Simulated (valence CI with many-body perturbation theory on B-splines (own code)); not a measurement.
## Assign the levels of Cl¹⁰⁺

Computed by relativistic CI+MBPT: five valence electrons over a frozen Dirac-Fock core [He], radial functions for each j: 11 s, 11 p, 10 d, 8 f, 5 g, 2 h, with the one-electron correlation potential Σ1 (screened to all orders), the two-electron term Σ2, the three-electron term Σ3, Breit, model QED; selected single and double excitations, second order for the rest, scaled by the run's own slope (own B-spline code, finite nucleus).

No measured spectrum was set against this ion. As an estimate, levels of excited configurations hold to 0.05 to 0.15 % of their energy, terms of the ground configuration to about 0.5 %. Among the levels kept, up to 4800 cm⁻¹ of a level comes from second order outside the variational space, and about a tenth of that is noise between levels of different J, which matters for small intervals.

| No. | J | Parity | E (eV) | g |
| --- | --- | --- | --- | --- |
| 1 | 3/2 | odd | 0.00 | 1.997 |
| 2 | 3/2 | odd | 11.04 | 0.826 |
| 3 | 5/2 | odd | 11.29 | 1.199 |
| 4 | 1/2 | odd | 17.16 | 0.664 |
| 5 | 3/2 | odd | 17.54 | 1.309 |
| 6 | 5/2 | even | 51.09 | 1.599 |
| 7 | 3/2 | even | 52.24 | 1.733 |
| 8 | 1/2 | even | 52.82 | 2.667 |
| 9 | 3/2 | even | 70.34 | 0.800 |
| 10 | 5/2 | even | 70.38 | 1.200 |
| 11 | 1/2 | even | 82.13 | 1.943 |
| 12 | 3/2 | even | 85.75 | 1.331 |
| 13 | 1/2 | even | 87.24 | 0.724 |
| 14 | 3/2 | odd | 133.76 | 1.333 |

Energies count from the lowest level. Strongly mixed levels and levels close to another of their J and parity are left out, so the numbers can have gaps.

Q: Give configuration and LS term of each level.

A: 1: 2s²2p³ ⁴S°; 2: 2s²2p³ ²D°; 3: 2s²2p³ ²D°; 4: 2s²2p³ ²P°; 5: 2s²2p³ ²P°; 6: 2s2p⁴ ⁴P; 7: 2s2p⁴ ⁴P; 8: 2s2p⁴ ⁴P; 9: 2s2p⁴ ²D; 10: 2s2p⁴ ²D; 11: 2s2p⁴ ²S; 12: 2s2p⁴ ²P; 13: 2s2p⁴ ²P; 14: 2p⁵ ²P°.
